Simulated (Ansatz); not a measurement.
Program: Ansatz 0.2.0.

Basis-set series for Cl₉HSi₃Sn (`Cl[Si](Cl)(Cl)[SnH]([Si](Cl)(Cl)Cl)[Si](Cl)(Cl)Cl`). Total charge 0; spin multiplicity 1. Sn: def2 effective core potential. Geometry: relaxed with PBE0-D4/def2-TZVP. It is one conformer, not always the lowest.

```xyz
14

Cl   -3.081   -1.022    2.020
Si   -1.753    0.458    1.562
Cl   -2.765    2.223    1.419
Cl   -0.399    0.606    3.079
Sn   -0.537   -0.066   -0.628
Si    0.766   -2.245   -0.307
Cl    2.073   -2.040    1.244
Cl   -0.502   -3.787    0.111
Cl    1.823   -2.706   -1.990
Si    1.150    1.808   -1.063
Cl    2.216    1.436   -2.763
Cl    2.449    1.937    0.502
Cl    0.198    3.601   -1.268
H    -1.640   -0.202   -1.917
```

```tsv
functional	basis	functions	energy (Eh)	HOMO (eV)	LUMO (eV)
PBE0-D4	def2-TZVPP	568	-5224.18586	-8.22	-1.54
PBE0-D4	def2-QZVPP	952	-5224.33604	-8.25	-1.62
ωB97M-V	def2-TZVPP	568	-5225.58489	-10.12	0.26
ωB97M-V	def2-QZVPP	952	-5225.72717	-10.16	0.13
```

Give the rows for def2-SVP. (Estimate.)

The calculation gave: 
```
functional     basis  functions  energy (Eh)  HOMO (eV)  LUMO (eV)
   PBE0-D4  def2-SVP        247  -5222.43102      -8.20      -1.39
   ωB97M-V  def2-SVP        247  -5223.84964     -10.04       0.46
```

Positive LUMOs are unbound and depend on the basis.
